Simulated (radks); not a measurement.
Question: Coherent X-ray form factor from a spherical all-electron density. Calculated with a radial shooting solver on a logarithmic mesh with Libxc functionals: Dirac Kohn-Sham, PBE, spin-unpolarised, spherical densities, point nucleus.

sin(theta)/lambda (1/angstrom)  f0 (electrons)
0.05                                    21.696
0.1                                     20.840
0.15                                    19.578
0.2                                     18.084
0.25                                    16.513
0.3                                     14.979
0.4                                     12.279
0.5                                     10.230
0.6                                      8.790
0.8                                      7.123
1                                        6.166
1.25                                     5.171
1.5                                      4.225
2                                        2.731

The species is in the configuration that NIST lists as its ground one. Which atom or ion scatters so?

Answer: The chromium ion Cr2+, [Ar] 3d4. Extrapolating in s^2 from the first two rows gives f0(0) = 22.0, near the electron count 22; among species with that count, the fall with angle is slower the higher Z, and the table is that of Z = 24; from so few rows the species is fixed only to a neighbour or two.
